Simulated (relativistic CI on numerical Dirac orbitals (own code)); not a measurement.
Calculated at this level of theory: Dirac-Coulomb-Breit CI, orbitals from a KLI potential per configuration, model QED, unscaled Slater integrals (own radial code, finite nucleus).

The strongest absorption lines from the ground level of an ion, among the configurations computed and to levels below about 212 eV (vacuum wavelength in Å, gf): 117.66 (1.4), 120.52 (0.66), 123.32 (1.3), 123.61 (2), 124.61 (3.4), 129.13 (0.6), 150.41 (0.41), 199.29 (0.38).

Task: Which ion is it?
A. Sn17+
B. Te19+
C. Te17+
D. Xe21+

Result: B. Te19+ has 33 electrons and the ground level 4s²4p³ ⁴S°3/2; the strongest line goes to 4s²4p²4d ⁴P5/2. The pattern of lines fixes the number of electrons, and along that sequence the line energies rise steadily with the charge (about as its square where n changes within one kind of shell, about linearly where n is kept but much faster in heavy ions where fine structure, which grows about as Z⁴, sets the gap, and irregularly where shells cross), which fixes Z. Configurations outside the model, such as inner-shell arrays, can give stronger lines. At this charge energies of transitions that change n are usually good to better than 1 %, and those within a shell (Δn = 0) to a few per cent.

LS names give the leading component of a level, which can be under half, so a name can repeat, a term be missing and a line seem to break the LS rules.
